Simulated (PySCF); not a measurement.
**EPR parameters of C6H4F3O**

C6H4F3O (doublet state).
Structure used (GFN2-xTB), in Å, numbered top down from 1:
```
atom  x, y, z in Å
C1     3.8698    0.1660   -0.3049
C2     2.5429    0.2763   -0.2206
C3     1.3149    0.3695   -0.1399
C4    -0.0533    0.5228   -0.0697
C5    -0.8558   -0.4668    0.3731
O6    -2.2448   -0.4363    0.4914
C7    -2.9118    0.6494    0.1502
F8    -4.2077    0.4414    0.3501
F9    -2.5800    1.7443    0.8574
F10   -2.7690    1.0014   -1.1402
H11    4.4710    0.9845   -0.6597
H12    4.3687   -0.7432   -0.0188
H13   -0.4485    1.4794   -0.3875
H14   -0.4969   -1.4292    0.6969
```

The hyperfine couplings belong to this conformer and change with its torsions.

Identity: `C=C=C=C[CH]OC(F)(F)F` [radical].

Level of theory: PySCF 2.14.0, UKS B3LYP, pcH-1 on C F H O, non-relativistic, mean-field spin-orbit, GIAO. One conformer (not necessarily the lowest) at the GFN2-xTB geometry, without solvent, vibrations or thermal averaging. A GFN2-xTB geometry isn't a minimum of the functional, and hyperfine couplings can be far from their values at a DFT geometry. No stability test was run, so a lower SCF solution isn't excluded. ⟨S²⟩ is 0.788 where a pure state has 0.75.

```
g1, g2, g3                      : 2.00225, 2.00319, 2.00327
g_iso                           : 2.00291
Form of g                       : close to axial: the two nearest values differ by 8 % of g3 − g1
⟨S²⟩                            : 0.7883 (exact 0.7500)
HOMO–LUMO gap, α and β orbitals : 4.74, 4.68 eV
Total energy                    : -605.71439 Eh
```

Isotropic coupling and dipolar principal values T1 to T3, in mT; ρ(0) is the spin density at the nucleus (MHz turned into mT with g_iso):

| atom | isotope | a_iso | T1 | T2 | T3 | Mulliken spin population | ρ(0) (bohr⁻³) |
| --- | --- | --- | --- | --- | --- | --- | --- |
| C1 | 13C | 1.82 | -1.73 | -1.69 | 3.41 | 0.63 | 0.0455 |
| C2 | 13C | -2.04 | -0.78 | 0.00 | 0.78 | -0.24 | -0.0508 |
| C3 | 13C | 1.59 | -1.47 | -1.04 | 2.52 | 0.46 | 0.0396 |
| C4 | 13C | -1.33 | -0.86 | 0.37 | 0.49 | -0.20 | -0.0333 |
| C5 | 13C | 1.52 | -1.20 | -1.18 | 2.38 | 0.38 | 0.0380 |
| O6 | 17O | -0.19 | -0.65 | 0.30 | 0.35 | 0.02 | 0.0090 |
| C7 | 13C | -0.05 | -0.03 | 0.01 | 0.02 | 0.00 | -0.0014 |
| F8 | 19F | -0.05 | -0.10 | -0.03 | 0.13 | 0.00 | -0.0003 |
| F9 | 19F | 0.12 | -0.19 | -0.14 | 0.32 | 0.00 | 0.0008 |
| F10 | 19F | 0.12 | -0.19 | -0.14 | 0.33 | 0.00 | 0.0008 |
| H11 | 1H | -1.54 | -0.80 | -0.02 | 0.82 | -0.03 | -0.0097 |
| H12 | 1H | -1.55 | -0.79 | -0.02 | 0.81 | -0.03 | -0.0097 |
| H13 | 1H | 0.51 | -0.13 | -0.08 | 0.20 | 0.01 | 0.0032 |
| H14 | 1H | -0.98 | -0.45 | -0.07 | 0.52 | -0.02 | -0.0062 |

The largest Mulliken spin populations are on C1 (+0.63), C3 (+0.46), C5 (+0.38) and C2 (-0.24). Three atoms exceed +0.15. The positive populations add up to 1.52 and the negative ones to -0.52, together 2S = 1. The angles at C1 add up to 360.0°, so it is planar.

The SMILES `C=C=C=C[CH]OC(F)(F)F` draws the unpaired electron on C5, whose computed spin population is only +0.38.

Axes: g2 points within 6° of the C1–H11 bond.

Under fast tumbling the dipolar parts average out, and these isotropic splittings remain: 1 × 1H (H12, I = 1/2, 2 lines) with 1.55 mT, 1 × 1H (H11, I = 1/2, 2 lines) with 1.54 mT, 1 × 1H (H14, I = 1/2, 2 lines) with 0.98 mT, 1 × 1H (H13, I = 1/2, 2 lines) with 0.51 mT and 3 × 19F (F8/F9/F10, I = 1/2, 4 lines) with 0.06 mT.

Nuclei that the bonding pattern makes equivalent are averaged, as if the motion that swaps them (rotation, inversion, ring flip) were fast. H11 and H12 aren't averaged: C1 is flat or nearly so (angle sum 360°), and its turn about the short C1–C2 bond (1.33 Å) is taken as slow.

The 17O coupling of O6 (-5.4 MHz) shows only in satellite lines or after enrichment, since that isotope makes up about 0.038 % of natural oxygen.

The 13C coupling of C2 (-57.1 MHz) shows only in satellite lines or after enrichment, since that isotope makes up about 1.07 % of natural carbon.

β density exceeds α density at some nuclei, such as C2 (-0.0508), C4 (-0.0333) and H12 (-0.0097), spin density in bohr⁻³. In a single determinant that takes different orbitals for the two spins, that is spin polarisation.
